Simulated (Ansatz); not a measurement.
ClMnO$_{3}$, SMILES `[O]=[Mn](=[O])(=[O])[Cl]`, relaxed with RKS PBE-D4/def2-SVP in the Gaussian-basis code of Ansatz from a rough embedded geometry. The force threshold is 0.03 eV/Å; the program also tests the step.

The species carries charge 0 and has multiplicity 1.

Start:

```xyz
5

O    -0.646    0.666    1.196
Mn   -0.108   -0.049    0.026
O     0.116   -1.474    0.325
O    -0.974    0.123   -1.153
Cl    1.612    0.735   -0.395
```

(1) By how much does the energy fall, and how many steps does the optimiser take? (Best estimate.)

(2) Which bonds change most? (Estimate.)

(3) Give the relaxed structure. (An estimate is asked.)

Results:

(1) Ansatz gave: 124.83 kJ/mol, in 5 steps.

(2) The calculation gave: Mn2–Cl5 from 1.937 to 2.126 Å; Mn2–O4 from 1.473 to 1.567 Å; O1–Mn2 from 1.473 to 1.567 Å; Mn2–O3 from 1.473 to 1.567 Å.

(3) Computed: 
```xyz
5

O    -0.707    0.694    1.272
Mn   -0.114   -0.052    0.028
O     0.100   -1.571    0.349
O    -1.054    0.120   -1.214
Cl    1.775    0.809   -0.435
```
